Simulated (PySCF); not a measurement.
## Excitation energy of Xe by level of theory

Xe [Xe] (1S) → Xe [Kr] 4d10 5s1 5p6 6p1 (3P), as a difference of total energies. All numbers are calculated (PySCF 2.14, scalar relativity through the core potential, in aug-cc-pwCVDZ-PP with ECP28MDF (6s5p4d1f, 48 functions)). Correlated levels: valence: 4s2 4p6 4d10 frozen. The calculations carry no spin-orbit coupling.

```json
{"method": "UHF", "excitation energy (eV)": "24.670"}
{"method": "MP2 (valence)", "excitation energy (eV)": "23.127"}
{"method": "SCS-MP2 (valence)", "excitation energy (eV)": "22.836"}
{"method": "CCSD (valence)", "excitation energy (eV)": "21.334"}
{"method": "CCSD(T) (valence)", "excitation energy (eV)": "20.899"}
```

Question: How much does correlation contribute at CCSD(T) (valence)?

Answer: 20.899 − (24.670) = -3.771 eV, measured against UHF.

The upper state lies above the first ionisation limit, where it may autoionise and the basis confines it. A Rydberg-like electron needs more diffuse functions than a valence basis has.

The promoted electron is Rydberg-like, and one or two diffuse shells describe it only roughly, which tends to raise the upper state.

The coupled-cluster amplitudes are large for the upper state (T1 above 0.03 or a double amplitude above 0.15), so a single reference is strained.
